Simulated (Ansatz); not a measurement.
All numbers were calculated with Ansatz.

`C[N]=[W]([OH])([F])([F])[Cl]` at its PBE0-D4/def2-TZVP geometry, where that method's forces vanish. Charge 0, multiplicity 1. W: def2 effective core potential.

```json
{"atom": "C1", "x (Å)": "-0.292", "y (Å)": "1.068", "z (Å)": "-1.580"}
{"atom": "N2", "x (Å)": "-0.061", "y (Å)": "0.206", "z (Å)": "-0.492"}
{"atom": "W3", "x (Å)": "-0.015", "y (Å)": "-0.886", "z (Å)": "0.867"}
{"atom": "O4", "x (Å)": "1.481", "y (Å)": "-0.185", "z (Å)": "1.728"}
{"atom": "F5", "x (Å)": "0.212", "y (Å)": "-2.410", "z (Å)": "-0.166"}
{"atom": "F6", "x (Å)": "-0.136", "y (Å)": "-2.136", "z (Å)": "2.317"}
{"atom": "Cl7", "x (Å)": "-2.034", "y (Å)": "-0.133", "z (Å)": "1.630"}
{"atom": "H8", "x (Å)": "-0.288", "y (Å)": "0.512", "z (Å)": "-2.523"}
{"atom": "H9", "x (Å)": "-1.268", "y (Å)": "1.554", "z (Å)": "-1.466"}
{"atom": "H10", "x (Å)": "0.475", "y (Å)": "1.848", "z (Å)": "-1.633"}
{"atom": "H11", "x (Å)": "1.927", "y (Å)": "0.562", "z (Å)": "1.320"}
```

**Question.** For each bond, give half the difference of the two atoms' forces along it (eV/Å; positive pushes the atoms apart) under PBE-D4, r2SCAN-D4, B3LYP-D4, ωB97M-V in def2-TZVPP. (Best estimate.)

**Answer.** The calculation gave: 
```tsv
bond	length (Å)	PBE-D4	r2SCAN-D4	B3LYP-D4	ωB97M-V
C1–N2	1.407	-0.47	-0.20	-0.01	0.69
C1–H8	1.095	0.13	-0.02	-0.07	-0.16
C1–H9	1.096	0.13	-0.02	-0.07	-0.15
C1–H10	1.095	0.13	-0.02	-0.06	-0.16
N2–W3	1.744	0.73	0.43	0.17	-0.71
W3–O4	1.863	0.27	0.16	0.20	-0.01
W3–F5	1.855	0.31	0.03	0.16	-0.01
W3–F6	1.919	0.02	-0.08	0.17	0.35
W3–Cl7	2.285	0.03	0.05	0.20	0.14
O4–H11	0.962	0.31	0.00	-0.08	-0.04
```

B3LYP here is the variant with VWN-RPA as its local correlation; programs differ in this.
